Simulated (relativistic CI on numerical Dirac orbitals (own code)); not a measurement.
## Xe³⁶⁺: sensitivity of the levels to the model

Base calculation: Dirac-Coulomb-Breit CI, orbitals from a KLI potential per configuration, model QED (radiative potential, 1s self-energy scaled to tabulated hydrogen-like ionisation energies), unscaled Slater integrals.

CI space (outside the closed core [Ne]): 3s2 3p6, 3s2 3p5 3d, 3s 3p6 3d, 3s2 3p5 4s, 3s2 3p5 4p, 3s2 3p5 4d, 3s 3p6 4s, 3p6 3d 4p, 3p6 3d2, 3p5 3d3, 3p5 3d2 4s, 3p5 3d2 4p, 3p5 3d2 4d, 3p6 3d 4s, 3p5 3d 4s2, 3p5 3d 4s 4p, 3p5 3d 4s 4d. Double excitations out of closed p, d and f shells are left out; levels of such configurations are missing from the list, as are those of other unlisted configurations, and high levels can miss mixing partners.

Variants: (1) Breit term removed; (2) non-relativistic limit. Shifts of the energy above 3s2 3p6 1S_0, in eV, for the lowest level and the first level of each name with at least 55 % of one term (blank where a level changes its place among those of its configuration and J or its character, or is not in the variant):

```
           Level     Base    Δ(1)      Δ(2)
    3s2 3p6 1S_0    0.000   0.000     0.000
3s2 3p5 3d 3P°_0  156.503  +0.487    -4.235
3s2 3p5 3d 3P°_1  162.106  +0.726    -9.838
3s2 3p5 3d 3F°_3  167.475  +0.841    -8.861
3s2 3p5 3d 3F°_4  179.716  +1.483   -21.102
3s2 3p5 3d 3D°_3  191.232  +1.293   -21.203
3s2 3p5 3d 3D°_1  207.849  +1.207   -37.820
3s2 3p5 3d 3F°_2  241.941  +1.831          
3s2 3p5 3d 1P°_1  274.212  +1.631   -60.243
  3s 3p6 3d 3D_1  378.890  +0.520   -91.513
  3s 3p6 3d 3D_2  382.236  +0.670   -94.859
  3s 3p6 3d 3D_3  395.989  +1.239  -108.611
  3s 3p6 3d 1D_2  406.542  +1.110  -106.314
    3p6 3d2 3F_2  768.463  +1.151  -185.388
```

At this charge energies of transitions that change n are usually good to better than 1 %, and those within a shell (Δn = 0) to a few per cent.

Ionisation energy from the two ground configurations alone: base 2555.55 eV; Breit term removed 2557.5 eV. The NIST ASD value (theoretical) is 2556 eV.

LS names give the leading component of a level, which can be under half, so a name can repeat, a term be missing and a line seem to break the LS rules.
